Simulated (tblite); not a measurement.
Species: C3H11NOSi3.
SMILES with atom numbers: `[CH2:1]=[N:2][Si:3]([SiH3:4])([SiH3:5])[C:6]([CH3:7])=[O:8]` (hydrogens: H9, H10 on C1; H11, H12, H13 on Si4; H14, H15, H16 on Si5; H17, H18, H19 on C7)

The geometry is computed with GFN2-xTB (gas phase).

(1) List the bond lengths, angles and torsions at this level.

## Answers

(1) 
| bond | length (Å) | order |
| --- | --- | --- |
| C1=N2 | 1.252 | double |
| N2–Si3 | 1.727 | single |
| Si3–Si4, Si3–Si5 | 2.331 | single |
| Si3–C6 | 1.926 | single |
| C6–C7 | 1.499 | single |
| C6=O8 | 1.213 | double |
| C1–H9 | 1.087 | single |
| C1–H10 | 1.093 | single |
| Si4–H11 and 5 like bonds | 1.466 | single |
| C7–H17, C7–H18, C7–H19 | 1.088 | single |

Bonds in one row agree within 0.01 Å and their mean is given. Orders are formal, as drawn. A selection of angles:
| angle | degrees |
| --- | --- |
| C1–N2–Si3 | 134.4 |
| N2–Si3–Si4 | 120.5 |
| N2–Si3–Si5 | 101.7 |
| N2–Si3–C6 | 101.1 |
| Si4–Si3–Si5 | 119.7 |
| Si4–Si3–C6 | 106.4 |
| Si3–C6–C7 | 119.6 |
| Si3–C6–O8 | 117.5 |
| C7–C6–O8 | 122.8 |

Dihedral angles: C1–N2–Si3–Si4 -19° (synperiplanar); N2–Si3–C6–C7 -23° (synperiplanar). The mirror-image conformer, all signs reversed, is as good.

Of the pairs four or more bonds apart, N2···H17 is among the closest relative to their van der Waals radii: 2.80 Å, 102 % of the sum of Bondi's values. Si4 (SiH3 silicon) is distorted tetrahedral (angles from 106.0° to 114.3°). Si3 (four-coordinate silicon) is distorted tetrahedral (angles from 101.1° to 120.5°).

Point group: C1 (no symmetry element, even within 0.4 Å). GFN2-xTB frequencies show an imaginary mode (34i cm⁻¹), so the point is no minimum at that level.
